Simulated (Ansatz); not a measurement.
Cost and result for the atomization energy of CH$_{5}$BF$_{2}$OSi (11 atoms, 10 bonds).

```xyz
11

O    -0.820   -1.657   -0.814
C     0.131   -1.280   -0.002
F     0.087   -2.010    1.074
F     2.143    0.002    0.694
B     1.067   -0.089   -0.155
Si   -0.502    1.219    0.450
H    -0.741   -1.153   -1.636
H     1.184    0.276   -1.306
H    -1.156    0.882    1.743
H     0.155    2.547    0.564
H    -1.547    1.263   -0.612
```

The species carries charge 0 and has multiplicity 1. The bonds changed during the relaxation, so this is another structure than the one it started from. All single points use the PBE0-D4/def2-TZVP geometry. It is one conformer, not always the lowest. Program: Ansatz. All runs use 4 threads of an Arm Neoverse V1 on a shared host. Times are those of one run each, without the atoms' runs, and a repeat can differ threefold. Electronic energies, without spin–orbit coupling; frozen cores. CCSD(T)/CBS adds CCSD(T) − MP2 in def2-TZVPP to the MP2 limit, and its time is that of the two runs behind it. T1 = 0.015. B3LYP takes the VWN-RPA correlation (the form of Gaussian; ORCA's B3LYP/G).

CCSD(T)/CBS is a level of theory with its own doubt, some kJ/mol a heavy atom from the limit and from the frozen cores, so smaller differences don't rank the functionals.

| level | functions | wall time |
| --- | --- | --- |
| PBE-D4/def2-TZVPP (with forces) | 267 | 3 s |
| PBE0-D4/def2-TZVPP | 267 | 3.5 s |
| B3LYP-D4/def2-TZVPP (with forces) | 267 | 5.5 s |
| r2SCAN-D4/def2-TZVPP (with forces) | 267 | 6 s |
| B2PLYP/def2-TZVPP | 267 | 7 s |
| ωB97X-V/def2-TZVPP | 267 | 9 s |
| ωB97M-V/def2-TZVPP (with forces) | 267 | 13 s |
| MP2/def2-QZVPP | 505 | 29 s |
| CCSD(T)/def2-TZVPP | 267 | 5.4 min |
| CCSD(T)/CBS(def2) | – | 5.9 min |

Problem. What atomization energy does each give, and how far from CCSD(T)/CBS? (Best estimate.)

Solution. The calculation gave: 
```tsv
level	atomization (kJ/mol)	difference from CCSD(T)/CBS	per bond
PBE-D4/def2-TZVPP (with forces)	4093.2	135.7	13.6
PBE0-D4/def2-TZVPP	3978.7	21.2	2.1
B3LYP-D4/def2-TZVPP (with forces)	3970.6	13.1	1.3
r2SCAN-D4/def2-TZVPP (with forces)	4016.1	58.6	5.9
B2PLYP/def2-TZVPP	3925.2	-32.3	-3.2
ωB97X-V/def2-TZVPP	3982.4	24.9	2.5
ωB97M-V/def2-TZVPP (with forces)	3987.2	29.7	3.0
MP2/def2-QZVPP	4014.2	56.7	5.7
CCSD(T)/def2-TZVPP	3854.1	-103.4	-10.3
CCSD(T)/CBS(def2)	3957.5	0.0	0.0
```

The D4 term adds +36.0 kJ/mol with B3LYP and +18.8 kJ/mol with PBE0; it sums over pairs of atoms, weighted by their polarisabilities, and B3LYP, whose exchange is more repulsive, gets the larger term. In def2-TZVPP, CCSD(T) changes the Hartree–Fock value by +1031.9 kJ/mol (the triples alone add +72.9 kJ/mol) and MP2 by +1130.9 kJ/mol; breaking electron pairs costs correlation energy, which Hartree–Fock lacks. From PBE to PBE0 (25 % exact exchange), in def2-TZVPP and without D4, the atomization energy moves by −111.0 kJ/mol: exact exchange takes away binding that semilocal exchange gives to molecules.
